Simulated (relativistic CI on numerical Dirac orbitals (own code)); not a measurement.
One change at a time: Cs LV

Base calculation: Dirac-Coulomb-Breit CI, KLI orbitals optimised for each configuration, QED by a radiative potential.

CI space: 1s, 2s, 2p, 3s, 3p, 3d, 4s, 4p, 4d, 4f, 5s, 5p, 5d, 5f, 5g, 6s, 6p, 6d. Levels of other configurations are missing.

Variants: (1) QED terms removed; (2) non-relativistic limit. Shifts of the energy above 1s 2S_1/2, in eV, for the lowest level and the first level of each name with at least 55 % of one term (blank where a level changes its place among those of its configuration and J or its character, or is not in the variant):

| Level | Base | Δ(1) | Δ(2) |
| --- | --- | --- | --- |
| 1s 2S_1/2 | 0.0 | 0.0 | 0.0 |
| 2p 2P°_1/2 | 32057.4 | +46.1 | -1190.9 |
| 2s 2S_1/2 | 32065.1 | +38.9 | -1198.5 |
| 2p 2P°_3/2 | 32519.2 | +45.4 | -1652.7 |
| 3p 2P°_1/2 | 38140.4 | +46.4 | -1557.7 |
| 3s 2S_1/2 | 38142.7 | +44.2 | -1560.0 |
| 3d 2D_3/2 | 38277.3 | +46.5 | -1694.7 |
| 3p 2P°_3/2 | 38277.7 | +46.2 | -1695.0 |
| 3d 2D_5/2 | 38319.5 | +46.4 | -1736.9 |
| 4p 2P°_1/2 | 40250.2 | +46.4 | -1666.8 |
| 4s 2S_1/2 | 40251.1 | +45.5 | -1667.7 |
| 4d 2D_3/2 | 40307.7 | +46.5 | -1724.4 |
| 4p 2P°_3/2 | 40307.9 | +46.4 | -1724.5 |
| 4f 2F°_5/2 | 40325.5 | +46.5 | -1742.2 |
